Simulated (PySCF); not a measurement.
Computed shifts of a molecule C4H4ClF, PBE/pcSseg-1 run with PySCF, GIAO, gas phase, equivalent atoms averaged, in ppm (number of nuclei): ¹³C: 172.9 (1), 135.5 (1), 129.2 (1), 103.1 (1). ¹⁹F: -124.3 (1). ¹H: 6.28 (1), 6.12 (1), 5.19 (1), 4.81 (1). References: ¹³C against TMS (σ = 182.0 ppm); ¹⁹F against CFCl3 (σ = 133.6 ppm); ³⁵Cl against HCl (σ = 936.5 ppm); ¹H against TMS (σ = 31.49 ppm), references at their B3LYP-D3(BJ)/def2-TZVP geometries, non-relativistic (without spin–orbit terms, shifts of atoms bonded to Cl or Br come out too high). Geometry optimised at B3LYP-D3(BJ)/def2-SVP. The values are those of a single conformer.

**Question.** Which molecule gave these data?
(A) C=C/C(F)=C/Cl
(B) F/C=C\C=C/Cl
(C) C=C/C=C(\F)Cl
(D) C=C(F)/C=C\Cl

**Answer.** D, C=C(F)/C=C\Cl
